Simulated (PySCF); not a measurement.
# Working out the ionisation energy of Ar⁺

Ar⁺ [Ne] 3s2 3p5 (2P) → Ar²⁺ [Ne] 3s2 3p4 (3P). Calculation: PySCF 2.14, in x2c-TZVPPall with one added diffuse shell each of s, p, d type (6s6p4d1f, 51 functions); the spin-free X2C one-electron Hamiltonian (Gaussian nucleus). Frozen: 1s2. Energies in hartree (1 hartree = 27.21139 eV):

```csv
part,Ar⁺ (lower),Ar²⁺ (upper)
UHF,-528.079618,-527.111270
CCSD correlation,-0.356350,-0.321268
(T),-0.006686,-0.005380
```

Q: What does Hartree-Fock give?

A: (-527.111270) − (-528.079618) = 0.968348 hartree = 26.350 eV.

Q: What do CCSD and CCSD(T) give?

A: The CCSD correlation energies differ by 0.035082 hartree = 0.955 eV and the triples by 0.001306 hartree = 0.036 eV, so CCSD gives 27.305 eV and CCSD(T) 27.341 eV.

A first-order spin-orbit estimate adds -0.007 eV to CCSD(T) (valence and next inner shell), giving 27.334 eV against 27.630 eV (measured; NIST Atomic Spectra Database, ionization energies).

What remains against the reference includes basis incompleteness, the frozen core and higher excitations.
